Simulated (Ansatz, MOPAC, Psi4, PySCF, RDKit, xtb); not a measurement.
Dimer: C2H2 (SMILES C#C) (first 4 atoms) with C2H6 (SMILES CC); geometry from B3LYP-D3(BJ)/def2-TZVP, rigid monomers moved along the line of their centres of mass till H4···C5 is 2.60 Å.
(charge 0, multiplicity 1):
```xyz
12

C      0.422    -0.243    -0.581
C     -0.336     0.005     0.311
H      1.096    -0.464    -1.373
H     -1.006     0.225     1.106
C     -0.752     0.249     3.689
C      0.719    -0.155     3.666
H     -0.915     1.191     3.160
H     -1.113     0.385     4.711
H     -1.381    -0.513     3.222
H      1.078    -0.291     2.644
H      0.879    -1.093     4.200
H      1.344     0.605     4.138
```

```tsv
level	interaction energy (kcal/mol)	cost
MMFF94	1.87	-
GFN-FF	-0.04	-
PM3	-0.57	-
GFN1-xTB	0.25	-
GFN2-xTB	-0.30	-
HF/STO-3G (no counterpoise)	1.62	-
HF/3-21G (no counterpoise)	0.96	-
PBE-D3(BJ)/def2-TZVPPD	-0.92	×1
PBE-D4/def2-TZVPPD	-0.81	×1
wB97X-V/def2-TZVPPD	-0.56	×3
MP2/6-31G*	0.71	-
CCSD/aug-cc-pVDZ	0.11	-
CCSD(T)/aug-cc-pVDZ	-0.20	×9
SAPT0/jun-cc-pV(D+d)Z	-0.04	-
```

The rows run from -0.92 (PBE-D3(BJ)/def2-TZVPPD) to 1.87 kcal/mol (MMFF94).

Counterpoise-corrected where a basis set is named; no monomer relaxation. Rows marked so take none.

Frozen-core correlation. Rows in 3-21G, 6-31G*, STO-3G carry no dispersion term and start afresh at each structure (6-31G* with six Cartesian d functions). MP2/6-31G* freezes PySCF's default core. The state reached by PM3 isn't checked.

Codes used: Ansatz (Gaussian orbitals); MOPAC for PM3 (differences of heats of formation); Psi4 for SAPT; PySCF for 3-21G rows, 6-31G* rows, STO-3G rows, the dispersion terms; RDKit for the force fields; xtb for the GFN methods. Values without a source in brackets are computed.

Costs are rough ratios of core time to PBE/def2-TZVPPD (about 5 s over the structures, on one shared machine); a dash marks a level with no comparable run of its own.

Ansatz is an electronic-structure program.
